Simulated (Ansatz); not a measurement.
Basis-set extrapolation for CH6AlFSi2 (`F[Si]1([AlH2])C[SiH2]1`) (PBE0-D4/def2-TZVP geometry, frozen core, Ansatz). Multiplicity 1, RHF reference.

```csv
,def2-TZVPP,def2-QZVPP
HF,-960.681754,-960.713124
MP2 correlation,-0.745261,-0.804352
CCSD(T) correlation,-0.829480,not run
```

Energies in hartree. Use E(X) = E(∞) + A·exp(−7.88·√X) for Hartree–Fock and E(X) = E(∞) + B·X^(−2.97) for correlation, with X = 3 and 4, and add CCSD(T) minus MP2 of the smaller set to the MP2 limit.

Q: What is the CCSD(T) energy at the basis-set limit?

A: HF limit: -960.713124 + (-0.031370) × 0.13774 = -960.71744. MP2 limit: -0.804352 + (-0.059091) × 0.74074 = -0.84812. Higher-order term: -0.829480 − (-0.745261) = -0.08422. Total: -961.64978 hartree, 363.8 kJ/mol below CCSD(T)/def2-TZVPP.
